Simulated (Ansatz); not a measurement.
BH2(nPr) (C₃H₉B), 13 atoms. Hardware: 4 threads of Arm Neoverse V2 on a shared host.

(1) How many basis functions does each of these Ansatz runs have, and roughly what does it cost? BHLYP-D4/def2-TZVP, charge 0 singlet, energy, from earlier orbitals; PBE0-D4/def2-TZVP, charge 1 doublet at the geometry of the charge 0 singlet, energy, from earlier orbitals; LC-ωPBE/def2-TZVP, charge 0 singlet, energy, from earlier orbitals; HF/def2-TZVP, charge 0 singlet, energy, from earlier orbitals; PBE-D4/def2-TZVPD, charge 0 singlet, energy, from earlier orbitals; PBE0-D4/def2-SVP, charge -1 doublet at the geometry of the charge 0 singlet, energy with a search over starts; HF/6-31G, charge 0 singlet, energy; PBE0-D4/def2-SVP, charge 0 singlet, energy, from earlier orbitals; ωB97M-V/def2-TZVP, charge 0 singlet, energy, from earlier orbitals; PBE0-D4/def2-TZVPD, charge -1 doublet at the geometry of the charge 0 singlet, energy, from earlier orbitals; PBE-D4/def2-SVP, charge 0 singlet, energy, from earlier orbitals; PBE-D4/def2-TZVPD, charge -1 doublet at the geometry of the charge 0 singlet, energy, from earlier orbitals.

Answers

(1) Other jobs shared the machine, so times can vary by a factor of up to 3. A dash marks memory too small to be measured apart from the calling script's.

| run | functions | fitting or Cholesky vectors | wall time | peak host memory (GiB) |
| --- | --- | --- | --- | --- |
| HF/6-31G, charge 0 singlet, energy | 54 | 795 | 0.15 s | – |
| HF/def2-TZVP, charge 0 singlet, energy, from earlier orbitals | 178 | 1320 | 0.55 s | – |
| PBE-D4/def2-SVP, charge 0 singlet, energy, from earlier orbitals | 101 | 1150 | 0.65 s | – |
| PBE0-D4/def2-SVP, charge 0 singlet, energy, from earlier orbitals | 101 | 1150 | 0.7 s | – |
| PBE0-D4/def2-SVP, charge -1 doublet at the geometry of the charge 0 singlet, energy with a search over starts | 101 | 1150 | 1.3 s | – |
| BHLYP-D4/def2-TZVP, charge 0 singlet, energy, from earlier orbitals | 178 | 1268 | 1.4 s | – |
| LC-ωPBE/def2-TZVP, charge 0 singlet, energy, from earlier orbitals | 178 | 1105 | 1.4 s | – |
| PBE-D4/def2-TZVPD, charge 0 singlet, energy, from earlier orbitals | 229 | 1146 | 1.7 s | – |
| ωB97M-V/def2-TZVP, charge 0 singlet, energy, from earlier orbitals | 178 | 1105 | 4.3 s | – |
| PBE0-D4/def2-TZVP, charge 1 doublet at the geometry of the charge 0 singlet, energy, from earlier orbitals | 178 | 1105 | 5.5 s | 0.58 |
| PBE0-D4/def2-TZVPD, charge -1 doublet at the geometry of the charge 0 singlet, energy, from earlier orbitals | 229 | 1146 | 5.5 s | 0.6 |
| PBE-D4/def2-TZVPD, charge -1 doublet at the geometry of the charge 0 singlet, energy, from earlier orbitals | 229 | 1146 | 7.5 s | 0.61 |
